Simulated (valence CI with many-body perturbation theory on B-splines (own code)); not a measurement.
The numbers below are computed, except where a source is named.
# Re XLV: input, log and results

Method: relativistic CI+MBPT: three valence electrons over a frozen Dirac-Fock core [Ar] 3d10, radial functions for each j: 6 s, 6 p, 5 d, 3 f, 1 g, with Breit, model QED; selected single and double excitations, second order for the rest, scaled by the run's own slope (own B-spline code, finite nucleus).

Command, and the settings that its task file holds:

```sh
python run_cv.py task.json out
```

```
atom Re  Z=75  mass_number=187  rms_radius_fm=5.3698
core [Ar] 3d10
valence 4s2 4p1
avg = 1
basis = S
breit = 1
cap = 10000
capref = 1200
cscale = 1
de = -36.817
dress = 0
eps = 2e-08
extrap = 1
h = 0.27
hh = 1
l2 = 3
lcore = 6
maxit = 60
n2 = 5
natural = 1
nlev = 21
nno = [3, 3, 3, 2, 1]
nroot = 26
nsp = [3, 3, 2, 1, 0]
pt2 = 1
qed = 1
rpa = 1
s1 = 0
s2 = 0
s3 = 0
screen = 1
tol = 2e-05
whole = 1
```

It took 16 s on 1 thread of Intel(R) Xeon(R) 6975P-C (Granite Rapids) (shared host).

Log. The first blocks belong to the next ion, which gives the ionisation energy. Fields: 2J, parity (1 odd), roots, reference size, generating configurations, candidates as configurations/state functions, variational space P, stored matrix elements, Davidson steps; e2 is the range of second-order energies in hartree. The first line gives the box (bohr), its intervals, the orbitals and the steps of their self-consistent field. Window is the range of levels sought, series limit the energy at which the first omitted orbital would enter, core excitation an estimate of the first excitation out of the core, left out the lowest levels not solved, and shifts from estimates the range by which levels moved from their first estimate, all in cm⁻¹.

```
rmax 2.5 intervals 56 orbitals 36 references ['4s2 4p', '4s 4p2', '4s2 4d', '4p3', '4s 4p 4d'] scf 2 t 0.5
2J=0 par=0 roots 2 ref 15 generators 4 cand 92/92 P 106/106 nnz 0 it 0
2J=0 par=0 roots 2 ref 15 generators 4 cand 1/1 P 107/107 nnz 0 it 0
   second order: generators 8 cand 0/0 e2 -0.00000 -0.00000
reference levels 487, estimated 64, window 3364179 1/cm; series limit 9199213, core excitation 13523460
2J=1 par=1 roots 4 ref 30 generators 9 cand 568/859 P 877/1293 nnz 0 it 0
2J=1 par=1 roots 4 ref 30 generators 13 cand 493/754 P 1025/1504 nnz 0 it 4
   second order: generators 15 cand 500/778 e2 -0.00000 -0.00000
2J=1 par=0 roots 4 ref 38 generators 10 cand 630/962 P 817/1183 nnz 0 it 0
2J=1 par=0 roots 4 ref 38 generators 11 cand 557/867 P 996/1449 nnz 0 it 4
   second order: generators 18 cand 533/841 e2 -0.00000 -0.00000
2J=3 par=1 roots 7 ref 49 generators 13 cand 582/1330 P 1136/2323 nnz 0 it 3
2J=3 par=1 roots 7 ref 49 generators 19 cand 695/1562 P 1290/2645 nnz 1.1e+06 it 4
   second order: generators 23 cand 541/1240 e2 -0.00000 -0.00000
2J=3 par=0 roots 5 ref 59 generators 11 cand 587/1362 P 1085/2179 nnz 0 it 4
2J=3 par=0 roots 5 ref 59 generators 15 cand 731/1697 P 1169/2352 nnz 0 it 4
   second order: generators 21 cand 647/1524 e2 -0.00000 -0.00000
2J=5 par=0 roots 4 ref 61 generators 10 cand 561/1556 P 1171/2520 nnz 9.8e+05 it 3
2J=5 par=0 roots 4 ref 61 generators 16 cand 685/1920 P 1230/2683 nnz 1.1e+06 it 3
   second order: generators 20 cand 626/1757 e2 -0.00001 -0.00000
2J=5 par=1 roots 5 ref 49 generators 9 cand 593/1557 P 1145/2569 nnz 1.1e+06 it 3
2J=5 par=1 roots 5 ref 49 generators 16 cand 711/1849 P 1264/2890 nnz 1.3e+06 it 4
   second order: generators 25 cand 802/2094 e2 -0.00000 -0.00000
2J=7 par=1 roots 2 ref 42 generators 5 cand 703/1809 P 846/1854 nnz 0 it 3
2J=7 par=1 roots 2 ref 42 generators 12 cand 839/2160 P 992/2223 nnz 0 it 3
   second order: generators 15 cand 693/1791 e2 -0.00000 -0.00000
left out: unestimated 4884553, estimated 3731533, shifts from estimates -1 to 0
operators 1.4
```

The Davidson iterations converged.

No measured spectrum was set against this ion. As an estimate, large intervals hold to a few tenths of a per cent, small ones and those within an open d or f shell to about a per cent.

```yaml
Valence_energy: -267.0581 hartree
Ionisation_energy: "2301.5 eV (NIST: 2302 ± 4 eV (theoretical))"
Reference_configurations_for_the_orbitals: 4s2 4p, 4s 4p2, 4s2 4d, 4p3, 4s 4p 4d
Radial_orbitals: 36
Box_radius: 2.547 bohr
Largest_variational_space: 2890
Lowest_levels: (4s^2 4p1/2) J=1/2 0, (4s 4p1/2^2) J=1/2 801480, (4s^2 4p3/2) J=3/2 847750, (4s 4p1/2 4p3/2) J=3/2 [a] 1537000, (4s 4p1/2 4p3/2) J=5/2 1608200, (4s 4p1/2 4p3/2) J=3/2 [b] 1710100, (4s 4p1/2 4p3/2) J=1/2 1734100, (4s^2 4d3/2) J=3/2 2182100, (4s^2 4d5/2) J=5/2 2314800, (4s 4p3/2^2) J=5/2 2473400, (4p1/2^2 4p3/2) J=3/2 2515500, (4s 4p3/2^2) J=1/2 2578400, (4s 4p3/2^2) J=3/2 2612600, (4s 4p1/2 4d3/2) J=3/2 [a] 2804600 cm⁻¹
```

Levels are named by their leading jj configuration (3d3/2^4 stands for four electrons in 3d with j = 3/2), which in mixed levels can hold well under half, so a name can repeat and another be missing. Letters in brackets count levels of one name in rising energy.
